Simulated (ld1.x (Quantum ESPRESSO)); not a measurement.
An all-electron radial function and its pseudo partner (thulium)

Columns: radius, all-electron u(r) and pseudo u(r) of the 5d shell (level -1.25 eV) of thulium in the configuration [Xe] 4f13 5d0 6s1.75 6p0.25; LDA (PZ), scalar-relativistic, TM scheme, ld1.x (Quantum ESPRESSO) 7.5.

```json
{"r (bohr)": "0.179", "all-electron": "0.0883", "pseudo": "0.0029"}
{"r (bohr)": "0.358", "all-electron": "-0.1709", "pseudo": "0.0220"}
{"r (bohr)": "0.537", "all-electron": "-0.1600", "pseudo": "0.0673"}
{"r (bohr)": "0.716", "all-electron": "-0.0009", "pseudo": "0.1391"}
{"r (bohr)": "0.895", "all-electron": "0.1667", "pseudo": "0.2278"}
{"r (bohr)": "1.074", "all-electron": "0.2998", "pseudo": "0.3185"}
{"r (bohr)": "1.253", "all-electron": "0.3943", "pseudo": "0.3975"}
{"r (bohr)": "1.432", "all-electron": "0.4571", "pseudo": "0.4569"}
{"r (bohr)": "1.611", "all-electron": "0.4962", "pseudo": "0.4960"}
{"r (bohr)": "1.790", "all-electron": "0.5182", "pseudo": "0.5182"}
{"r (bohr)": "1.969", "all-electron": "0.5281", "pseudo": "0.5281"}
{"r (bohr)": "2.148", "all-electron": "0.5297", "pseudo": "0.5297"}
{"r (bohr)": "2.327", "all-electron": "0.5254", "pseudo": "0.5254"}
{"r (bohr)": "2.506", "all-electron": "0.5173", "pseudo": "0.5173"}
{"r (bohr)": "2.685", "all-electron": "0.5066", "pseudo": "0.5066"}
{"r (bohr)": "2.864", "all-electron": "0.4941", "pseudo": "0.4941"}
{"r (bohr)": "3.043", "all-electron": "0.4806", "pseudo": "0.4806"}
{"r (bohr)": "3.222", "all-electron": "0.4662", "pseudo": "0.4662"}
{"r (bohr)": "3.401", "all-electron": "0.4515", "pseudo": "0.4515"}
{"r (bohr)": "3.580", "all-electron": "0.4365", "pseudo": "0.4365"}
{"r (bohr)": "3.759", "all-electron": "0.4213", "pseudo": "0.4213"}
{"r (bohr)": "3.938", "all-electron": "0.4061", "pseudo": "0.4061"}
{"r (bohr)": "4.117", "all-electron": "0.3910", "pseudo": "0.3910"}
{"r (bohr)": "4.296", "all-electron": "0.3760", "pseudo": "0.3760"}
{"r (bohr)": "4.475", "all-electron": "0.3612", "pseudo": "0.3612"}
{"r (bohr)": "4.654", "all-electron": "0.3465", "pseudo": "0.3465"}
```

**Question.** How many radial nodes do the two functions have?

**Answer.** The all-electron 5d function has n − l − 1 = 2; the pseudo-wave has 0, since the states of the same l below it are removed with the core.

**Question.** Where does each function peak?

**Answer.** Outermost all-electron maximum near 2.15 bohr, pseudo maximum near 2.15 bohr (to the table’s step).

**Question.** Is the pseudo-wave norm-conserving?

**Answer.** Yes: the TM scheme keeps the norm inside the radius equal to the all-electron one, which fixes the energy derivative of the logarithmic derivative at the level.
